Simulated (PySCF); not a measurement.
Can point charges reproduce the dipole moment of `C(C)C[SiH]([SiH3])[SiH3]`?

Coordinates (GFN2-xTB, Å) and charges (e) from the PBE0/pcSseg-1 density (PySCF):

```
atom       x       y       z  Mulliken      IAO  Hirshfeld  ESP-fitted
  C1  -1.803   0.093   1.014   -0.2930  -0.4141    -0.1166     -0.2965
  C2  -1.699  -0.702  -0.281   -0.2810  -0.2375    -0.0662     +0.2188
  C3  -0.817  -0.023  -1.324   -0.4947  -0.5024    -0.1529     -0.3485
 Si4   1.017   0.199  -0.801   +0.0346  +0.2919    +0.1855     +0.2346
 Si5   1.298   2.132   0.461   +0.2233  +0.2853    +0.2082     +0.1531
 Si6   1.789  -1.786   0.131   +0.2128  +0.2809    +0.2083     +0.1572
  H7  -2.517  -0.374   1.690   +0.1230  +0.1454    +0.0440     +0.0765
  H8  -2.137   1.109   0.813   +0.1159  +0.1367    +0.0393     +0.0798
  H9  -0.840   0.144   1.518   +0.1321  +0.1297    +0.0315     +0.0622
 H10  -2.704  -0.839  -0.693   +0.1222  +0.1350    +0.0385     -0.0145
 H11  -1.299  -1.696  -0.061   +0.1381  +0.1248    +0.0330     -0.0279
 H12  -1.251   0.948  -1.575   +0.1434  +0.1411    +0.0364     +0.0995
 H13  -0.851  -0.617  -2.241   +0.1503  +0.1486    +0.0396     +0.0857
 H14   1.709   0.411  -2.097   -0.0012  -0.0883    -0.0802     -0.0998
 H15   1.288   1.857   1.903   -0.0609  -0.1016    -0.0776     -0.0709
 H16   2.584   2.778   0.183   -0.0532  -0.0955    -0.0764     -0.0690
 H17   0.271   3.155   0.240   -0.0525  -0.0941    -0.0715     -0.0535
 H18   1.460  -2.992  -0.635   -0.0484  -0.0926    -0.0716     -0.0523
 H19   3.247  -1.777   0.274   -0.0523  -0.0936    -0.0754     -0.0718
 H20   1.248  -2.011   1.477   -0.0583  -0.1000    -0.0758     -0.0624
```

Q: Compute μ = Σ q r for each scheme (1 e·Å = 4.803 D) and compare with the dipole of the full density.

A: The full density gives (-1.02, -0.16, -0.37) D, 1.10 D in size; dipole vectors point from the negative to the positive end.

| scheme | μx | μy | μz | size (D) | share of the full size (%) | angle to the full dipole (°) |
| --- | --- | --- | --- | --- | --- | --- |
| Mulliken | 0.41 | 0.10 | 0.87 | 0.97 | 88 | 135 |
| IAO | 0.07 | -0.02 | -0.09 | 0.12 | 11 | 108 |
| Hirshfeld | -0.32 | -0.06 | -0.20 | 0.38 | 34 | 12 |
| ESP-fitted | -1.02 | -0.17 | -0.36 | 1.10 | 100 | 1 |

Q: Which set comes closest?

A: Length of the difference vector: ESP-fitted 0.01 D, Hirshfeld 0.73 D, IAO 1.14 D, Mulliken 1.91 D. Closest: ESP-fitted. ESP charges are fitted to the potential around the molecule, whose slowest-falling term is the dipole's. The schemes that divide the density aren't constrained to reproduce the dipole.

Q: What is left for the Hirshfeld atoms' own dipoles?

A: The Hirshfeld atoms' densities add up to the full density, so μ = Σ q r + Σ (atomic dipoles). The atomic dipoles sum to (-1.02, -0.16, -0.37) − (-0.32, -0.06, -0.20) = (-0.70, -0.10, -0.17) D, 0.73 D in size.

Q: With the origin at the mean of the coordinates, (0.000, 0.001, 0.000) Å, which are the largest single terms, by size, of the Hirshfeld dipole along the direction of the full one?

A: Si5 -1.67, Si6 -1.46, H16 +1.05, H19 +1.04, C3 -0.89 D; all 20 atoms together +0.37 D. The single terms depend on the origin, their sum doesn't.

Q: Give the size of the full dipole in other units.

A: 1.10 D = 0.432 au = 0.228 e·Å = 3.66 × 10⁻³⁰ C·m.

Isolated species at its GFN2-xTB geometry (one conformer only).

The values belong to the conformer `[CH3:1][CH2:2][CH2:3][SiH:4]([SiH3:5])[SiH3:6]`: C1–C2–C3–Si4 62°, C2–C3–Si4–Si5 -85°.
